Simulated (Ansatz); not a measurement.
Si2O2, relaxed as a singlet with RKS PBE0-D4/def2-TZVP in Ansatz, starting from the GFN2-xTB geometry. Force threshold 0.02 eV/Å.

The structure holds 1 bond(s) between oxygen atoms. Another isomer (singlet) lies 5.98 eV lower at PBE0-D4/def2-TZVP; other spin states weren't run for this one.

Start:

| atom | x (Å) | y (Å) | z (Å) |
| --- | --- | --- | --- |
| Si1 | 0.579 | 1.182 | 0.255 |
| Si2 | 0.820 | -0.961 | -0.446 |
| O3 | -0.558 | -0.497 | 0.680 |
| O4 | -0.840 | 0.276 | -0.489 |

```tsv
step	energy (eV)	largest force component (eV/Å)	SCF passes
1	-19836.6125	1.366	16
2	-19836.8628	0.868	27
3	-19836.9642	0.706	26
4	-19837.0057	0.053	21
5	-19837.0059	0.002	24
```

Force components are those of the run's own axes.

End:

```
atom    x (Å)    y (Å)    z (Å)
 Si1   0.5205   1.1691   0.3576
 Si2   0.7364  -0.9710  -0.5299
  O3  -0.4944  -0.3645   0.7588
  O4  -0.7625   0.1663  -0.5865
```

By distances, no bond broke or formed. The bond that changes most is Si1–O3, from 2.07 to 1.88 Å (atoms count from 1).

No frequencies were taken in this run, so the end may be a saddle point.

It took 4.6 s on 4 threads of Arm Neoverse V1 on a shared host.
